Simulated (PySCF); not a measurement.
# B: excitation energy

B [He] 2s2 2p1 (2P) → B [He] 2s1 2p1 3s1 (4P), as a difference of total energies. All numbers are calculated (PySCF 2.14, no relativity, point nucleus, in aug-cc-pVDZ (4s3p2d, 23 functions)). Correlated levels: valence: 1s2 frozen. The calculations carry no spin-orbit coupling.

| method | excitation energy (cm⁻¹) |
| --- | --- |
| UHF | 65847 |
| MP2 (valence) | 72965 |
| SCS-MP2 (valence) | 74787 |
| CCSD (valence) | 77061 |
| CCSD(T) (valence) | 77250 |
| CCSDT (valence) | 77332 |
| FCI (valence) | 77332 |

The upper state lies above the first ionisation limit, but in LS coupling its spin forbids autoionisation to the ground ion. A Rydberg-like electron needs more diffuse functions than a valence basis has.

The promoted electron is Rydberg-like, and one or two diffuse shells describe it only roughly, which tends to raise the upper state.
